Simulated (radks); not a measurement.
Valence configurations of Rh+ (all share [Kr]). Method: Dirac Kohn-Sham, PBEsol, spin-unpolarised, spherical densities, point nucleus; open shells fill j = l - 1/2 first; computed with a radial shooting solver on a logarithmic mesh with Libxc functionals. Energies are relative to 4d8; eigenvalues in eV.

valence	E (eV)	e(4d3/2)	e(4d5/2)	e(5p1/2)	e(5p3/2)	e(5s1/2)
4d8	0.000	-13.795	-13.393	-	-	-
4d7.5 5p0.5	3.883	-15.956	-15.536	-7.130	-	-
4d6.5 5p1.5	13.633	-20.334	-19.877	-8.737	-	-
4d7 5s1	3.481	-16.916	-16.483	-	-	-12.142
4d6 5s1 5p1	14.115	-21.428	-20.957	-8.874	-	-14.278
4d6 5p2	19.567	-22.542	-22.068	-9.463	-	-
4d7 5p1	8.416	-18.138	-17.699	-7.962	-	-
4d5 5p3	34.114	-27.145	-26.633	-10.892	-10.469	-
4d6 5s2	8.761	-20.259	-19.792	-	-	-13.535
4d6.5 5s0.5 5p1	11.025	-19.758	-19.304	-8.422	-	-13.614

NIST lists [Kr] 4d8 as the ground configuration; this level of theory agrees among the configurations tried. The energies are those of spherical spin-averaged densities, not of single terms.
